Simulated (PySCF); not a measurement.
Species: C₆H₈O₂Si.
SMILES with atom numbers: `[OH:1][c:2]1[cH:3][cH:4][c:5]([O:6][SiH3:7])[cH:8][cH:9]1` (hydrogens: H10 on O1; H11 on C3; H12 on C4; H13, H14, H15 on Si7; H16 on C8; H17 on C9)

Cartesian coordinates in Å at the PBE0-D3(BJ)/def2-SVP level; atoms count from 1:
```
atom  x, y, z in Å
O1    -3.462   -0.780    0.141
C2    -2.182   -0.341    0.172
C3    -1.841    1.014    0.112
C4    -0.509    1.412    0.151
C5     0.510    0.462    0.251
O6     1.791    0.907    0.288
Si7    3.203    0.010    0.373
C8     0.169   -0.893    0.309
C9    -1.163   -1.292    0.270
H10   -4.053   -0.024    0.070
H11   -2.629    1.770    0.034
H12   -0.237    2.468    0.105
H13    3.319   -0.908   -0.800
H14    3.245   -0.800    1.628
H15    4.301    1.011    0.364
H16    0.950   -1.655    0.388
H17   -1.433   -2.348    0.316
```

Computed with PySCF 2.14.0, PBE0-D3(BJ)/def2-SVP geometry optimisation, gas phase.

Masses are those of the commonest isotopes; rigid-rotor values at the optimised geometry. The values belong to one conformer with, in the numbering `[OH:1][c:2]1[cH:3][cH:4][c:5]([O:6][SiH3:7])[cH:8][cH:9]1`, H–O1–C2–C3 0°, C4–C5–O6–Si7 -179°.

Q: Give the principal moments of inertia and the rotational constants in cm⁻¹.

A: Ia = 109.55, Ib = 727.60, Ic = 831.18 u·Å²; 505379 MHz·u·Å²/I gives 4613, 694.6 and 608.0 MHz, that is A = 0.15389, B = 0.02317, C = 0.02028 cm⁻¹.

Q: Classify the top.

A: A near-prolate asymmetric top: κ = (2 × 694.6 − 4613 − 608.0)/(4613 − 608.0) = -0.96.

Q: What does the inertial defect say?

A: Not planar: Δ = Ic − Ia − Ib = -5.97 u·Å². For a rigid frame Δ = −2 Σ m c², so Σ m c² = 2.99 u·Å² lies off the ab plane: 2.98 from hydrogen and 0.01 from heavier atoms. The atom farthest from that plane is 1.23 Å away.

Q: Give the other two planar moments, Paa and Pbb, and the rms extents of the mass along the axes.

A: Paa = Σ m a² = (Ib + Ic − Ia)/2 = 724.62 and Pbb = Σ m b² = (Ia + Ic − Ib)/2 = 106.56 u·Å². With the mass M = 140.03 u, the rms extents √(P/M) along a, b and c are 2.27, 0.87, 0.15 Å.

Q: Which types of transition are allowed, and where do some lines up to J = 4 fall?

A: The dipole components are |μa| = 0.37 D, |μb| = 0.58 D, |μc| = 0.00 D; the mirror of this Cs structure is the ab plane, so μc vanishes by symmetry (the 0.03 D computed is a residue) and there are no c-type lines. Intensities carry the squares of the components, which stand as 0.41 : 1.00 (a : b). Some lines, for components of 0.1 D or more:

```tsv
type	branch	J(Ka,Kc)	MHz	lower level (cm⁻¹)
a	R	1(0,1) ← 0(0,0)	1303	0.000
a	R	3(0,3) ← 2(0,2)	3902	0.130
a	R	3(2,1) ← 2(2,0)	3913	0.659
b	Q	1(1,0) ← 1(0,1)	4005	0.043
a	R	3(1,2) ← 2(1,1)	4037	0.267
b	Q	2(1,1) ← 2(0,2)	4093	0.130
a	R	4(3,2) ← 3(3,1)	5213	1.450
a	R	4(3,1) ← 3(3,0)	5213	1.450
b	R	3(1,3) ← 2(0,2)	7611	0.130
b	Q	3(2,1) ← 3(1,2)	11635	0.401
b	Q	2(2,0) ← 2(1,1)	11758	0.267
b	Q	4(2,3) ← 4(1,4)	12322	0.552
b	R	3(2,2) ← 2(1,1)	15664	0.267
b	R	4(2,3) ← 3(1,2)	16837	0.401
b	R	3(3,1) ← 2(2,0)	23718	0.659
b	Q	4(4,0) ← 4(3,1)	27732	1.624
b	R	4(4,0) ← 3(3,1)	32945	1.450
```

Q: Estimate the classical rotational partition function at 10 K, 100 K and 298.15 K.

A: Point group Cs, symmetry number σ = 1; q = (√π/σ)·√((kT/h)³/(ABC)), k/h = 20836.6 MHz/K: 3820 at 10 K, 121000 at 100 K, 622000 at 298.15 K.

Whether it is a minimum is left open (no frequencies). Zero-point vibration and centrifugal distortion are left out. A rigid rotor knows nothing of internal rotation, which can split or shift real lines.
